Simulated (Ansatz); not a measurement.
Consider the cleavage of the Si–Al bond: `[SiH3][AlH][S][SiH3]` + `O[SiH2]S` → `[SiH3]O[SiH2]S` + `[AlH2][S][SiH3]`.

Computed with Ansatz on PBE0-D4/def2-TZVP structures; ΔE is electronic, products minus reactants. CBS: MP2 limit from def2 TZ/QZ plus the TZ coupled-cluster correction, frozen cores. DFT in def2-TZVPP. One conformer a species, not always the lowest.

`[SiH3][AlH][S][SiH3]`:

Z-matrix (Å, degrees):
```
Si
Al 1 2.453
H 1 1.490 2 111.9
H 1 1.490 2 110.9 3 120.6
H 1 1.491 2 110.6 3 -120.0
S 2 2.186 1 121.0 3 41.7
H 2 1.583 1 124.8 3 -138.7
Si 6 2.137 2 100.5 1 0.5
H 8 1.483 6 107.1 2 161.0
H 8 1.486 6 111.1 2 41.7
H 8 1.485 6 111.2 2 -79.5
```

`O[SiH2]S`:

Z-matrix (Å, degrees):
```
Si
S 1 2.133
O 1 1.642 2 113.5
H 1 1.478 2 111.7 3 117.8
H 1 1.484 2 102.9 3 -122.0
H 2 1.344 1 94.6 3 -65.2
H 3 0.959 1 117.2 2 -51.2
```

`[SiH3]O[SiH2]S`:

Cartesian coordinates in Å:
```
Si 0.263 1.204 -1.229
O -0.227 0.763 0.276
Si -0.095 -0.467 1.339
S 0.156 -2.356 0.385
H -0.088 2.633 -1.408
H -0.434 0.386 -2.254
H 1.730 1.025 -1.372
H 1.126 -0.311 2.164
H -1.322 -0.461 2.167
H -1.109 -2.416 -0.068
```

`[AlH2][S][SiH3]`:

Z-matrix (Å, degrees):
```
Si
S 1 2.141
H 1 1.485 2 111.2
H 1 1.485 2 111.2 3 -121.6
H 1 1.483 2 106.6 3 119.2
Al 2 2.180 1 98.5 3 60.8
H 6 1.578 2 117.2 1 -179.9
H 6 1.582 2 118.3 1 0.0
```

```csv
level,ΔE (eV)
PBE,-0.67
CCSD/def2-TZVPP,-1.00
```

Task: What does CCSD(T)/CBS give? (Estimate.)

Result: Computed: -0.96 eV. The listed levels differ from it by 0.29, -0.04 eV.

Task: What do rigid-rotor, harmonic-oscillator terms from PBE0-D4/def2-TZVP frequencies (298.15 K, 1 bar) make of the CCSD(T)/CBS value? (Estimate.)

Result: Computed: ΔZPE = -0.06 eV, ΔH = -1.03 eV, ΔS = 9 J/(mol·K), ΔG = -1.05 eV. Modes under 50 cm⁻¹ make the entropy rough.

Largest T1 diagnostic among the species: 0.013.

Leaving LDA and LC-ωPBE aside and taking each functional with its dispersion term where it has one, the values, not all of them listed here, spread over 0.42 eV, from BHLYP-D4 to PBE-D4. From PBE to PBE0 (25 % exact exchange), in def2-TZVPP and without D4, ΔE moves by −0.10 eV.
